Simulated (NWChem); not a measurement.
C$_{2}$H$_{5}$FOSi; SMILES O[SiH2]/C=C/F

```xyz
10

O     -0.7606    -2.2908     0.1015
Si     0.4900    -1.1936    -0.0282
C     -0.0806     0.5139    -0.5007
C      0.1302     1.5547     0.3047
F     -0.2503     2.8086     0.0024
H     -1.4656    -2.0643     0.7240
H      1.2419    -1.0372     1.2522
H      1.3698    -1.7744    -1.0682
H     -0.5905     0.7069    -1.4444
H      0.6242     1.5170     1.2730
```
Atoms are numbered in this order, from 1.

Program: NWChem. Medium grid unless said otherwise, to which SCAN and Minnesota functionals are sensitive. Structure relaxed at the B3LYP/6-31G* (spherical d) level. B3LYP is NWChem's, with the RPA form of VWN correlation.

Order these by “highest occupied level (eV)”, lowest first: M06-2X/def2-TZVP; PBE0/def2-TZVP; PBE/def2-TZVP.

M06-2X/def2-TZVP (-9.31), PBE0/def2-TZVP (-8.04), PBE/def2-TZVP (-6.79)
